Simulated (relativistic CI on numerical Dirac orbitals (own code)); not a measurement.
Cr²⁺: M2,3 absorption edge

Computed with this model: Dirac-Coulomb-Breit CI, orbitals from a KLI potential per configuration, model QED (radiative potential, 1s self-energy scaled to tabulated hydrogen-like ionisation energies), valence Slater integrals scaled by 0.7, multiplet model of core-to-valence dipole absorption; configurations [Ar] 3d4 → [Ne] 3s2 3p5 3d5; 10 K; Lorentzian 0.48 eV and Gaussian 0.3 eV FWHM. Energies are those of the free ion, without screening or charge transfer. The branching ratio is the share of the lower-energy edge in the whole absorption, uncertain by about 0.02 where the edges overlap. S is read from ⟨S²⟩ = S(S + 1).

Field parameters in Wybourne normalisation: Oh B⁴₀ = 21Dq, B⁴₄ = √(5/14) B⁴₀. The field is a parameter set, without covalency.

free ion: ground-state S = 2.00, centroid 50.70 eV. Peaks (eV, height): 44.1 (9), 47.0 (8), 48.5 (100), 49.3 (92), 54.9 (93).

Oh, 10Dq = 3250 cm⁻¹: ground-state S = 2.00, centroid 50.81 eV. Peaks (eV, height): 47.1 (8), 48.8 (100), 55.4 (55).

Oh, 10Dq = 7350 cm⁻¹: ground-state S = 2.00, centroid 50.86 eV. Peaks (eV, height): 46.9 (7), 49.0 (100), 55.8 (51).

Oh, 10Dq = 11400 cm⁻¹: ground-state S = 2.00, centroid 50.92 eV. Peaks (eV, height): 47.1 (14), 49.0 (100), 50.7 (12), 56.1 (59).

Oh, 10Dq = 15500 cm⁻¹: ground-state S = 1.94, centroid 51.13 eV. Peaks (eV, height): 43.4 (8), 47.4 (26), 49.2 (100), 49.9 (67), 54.5 (8), 56.5 (63).

Oh, 10Dq = 19600 cm⁻¹: ground-state S = 1.01, centroid 52.94 eV. Peaks (eV, height): 43.7 (19), 45.0 (21), 46.3 (21), 47.1 (21), 48.1 (19), 49.3 (69), 51.6 (73), 53.6 (98), 55.0 (100), 57.8 (26), 58.5 (42), 59.7 (42).

Strongest unbroadened transitions for Oh, 10Dq = 3250 cm⁻¹:

```csv
Energy (eV),Relative strength
48.64,80.4
48.69,14.6
48.70,10.0
48.74,12.2
48.76,34.7
48.77,18.3
48.89,9.5
48.94,20.4
48.95,29.2
48.96,62.8
49.00,21.6
49.58,32.6
49.63,14.0
49.70,12.2
49.87,10.5
55.15,89.2
55.31,19.3
55.59,100.0
```
